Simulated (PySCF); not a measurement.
SMILES CC(C)C[SiH2]Cl (C4H11ClSi), GFN2-xTB optimised geometry.

```
17

C      0.24    -1.70    -0.72
C      0.59    -0.64     0.32
C      2.11    -0.48     0.41
C     -0.06     0.70     0.00
Si    -1.96     0.70     0.00
Cl    -2.58     2.63     0.00
H      0.76    -2.63    -0.51
H     -0.83    -1.90    -0.72
H      0.52    -1.36    -1.71
H      0.23    -0.98     1.30
H      2.58    -1.42     0.67
H      2.38     0.25     1.16
H      2.51    -0.15    -0.55
H      0.29     1.44     0.73
H      0.31     1.04    -0.97
H     -2.49     0.07     1.21
H     -2.53     0.08    -1.19
```

Density from PBE0/def2-SVP (PySCF) at that geometry.

Minimum of the electron density along straight lines between bonded atoms, close to the bond critical point (lines longer than 1.1 times the sum of covalent radii, or with two minima, are not listed):

```json
[
 {"bond": "C1–C2", "length / Å": "1.525", "ρ at the minimum / e bohr⁻³": "0.245", "∇²ρ there / e bohr⁻⁵": "-0.56", "position (fraction from the first atom)": "0.50"},
 {"bond": "C2–C3", "length / Å": "1.528", "ρ at the minimum / e bohr⁻³": "0.244", "∇²ρ there / e bohr⁻⁵": "-0.55", "position (fraction from the first atom)": "0.50"},
 {"bond": "C2–C4", "length / Å": "1.531", "ρ at the minimum / e bohr⁻³": "0.239", "∇²ρ there / e bohr⁻⁵": "-0.53", "position (fraction from the first atom)": "0.50"},
 {"bond": "C4–Si5", "length / Å": "1.901", "ρ at the minimum / e bohr⁻³": "0.114", "∇²ρ there / e bohr⁻⁵": "0.29", "position (fraction from the first atom)": "0.62"},
 {"bond": "Si5–Cl6", "length / Å": "2.023", "ρ at the minimum / e bohr⁻³": "?", "∇²ρ there / e bohr⁻⁵": "0.32", "position (fraction from the first atom)": "0.37"},
 {"bond": "C1–H7", "length / Å": "1.088", "ρ at the minimum / e bohr⁻³": "0.276", "∇²ρ there / e bohr⁻⁵": "-1.01", "position (fraction from the first atom)": "0.62"},
 {"bond": "C1–H8", "length / Å": "1.087", "ρ at the minimum / e bohr⁻³": "0.276", "∇²ρ there / e bohr⁻⁵": "-1.00", "position (fraction from the first atom)": "0.62"},
 {"bond": "C1–H9", "length / Å": "1.088", "ρ at the minimum / e bohr⁻³": "0.276", "∇²ρ there / e bohr⁻⁵": "-1.00", "position (fraction from the first atom)": "0.62"},
 {"bond": "C2–H10", "length / Å": "1.096", "ρ at the minimum / e bohr⁻³": "0.276", "∇²ρ there / e bohr⁻⁵": "-0.99", "position (fraction from the first atom)": "0.62"},
 {"bond": "C3–H11", "length / Å": "1.088", "ρ at the minimum / e bohr⁻³": "0.276", "∇²ρ there / e bohr⁻⁵": "-1.01", "position (fraction from the first atom)": "0.62"},
 {"bond": "C3–H12", "length / Å": "1.088", "ρ at the minimum / e bohr⁻³": "0.276", "∇²ρ there / e bohr⁻⁵": "-1.01", "position (fraction from the first atom)": "0.62"},
 {"bond": "C3–H13", "length / Å": "1.088", "ρ at the minimum / e bohr⁻³": "0.275", "∇²ρ there / e bohr⁻⁵": "-1.00", "position (fraction from the first atom)": "0.62"},
 {"bond": "C4–H14", "length / Å": "1.094", "ρ at the minimum / e bohr⁻³": "0.270", "∇²ρ there / e bohr⁻⁵": "-0.95", "position (fraction from the first atom)": "0.62"},
 {"bond": "C4–H15", "length / Å": "1.094", "ρ at the minimum / e bohr⁻³": "0.270", "∇²ρ there / e bohr⁻⁵": "-0.95", "position (fraction from the first atom)": "0.62"},
 {"bond": "Si5–H16", "length / Å": "1.463", "ρ at the minimum / e bohr⁻³": "0.119", "∇²ρ there / e bohr⁻⁵": "0.32", "position (fraction from the first atom)": "0.49"},
 {"bond": "Si5–H17", "length / Å": "1.462", "ρ at the minimum / e bohr⁻³": "0.120", "∇²ρ there / e bohr⁻⁵": "0.32", "position (fraction from the first atom)": "0.49"}
]
```

Question: What belongs in the gaps?

Answer: 
- Si5–Cl6, ρ at the minimum / e bohr⁻³: 0.096
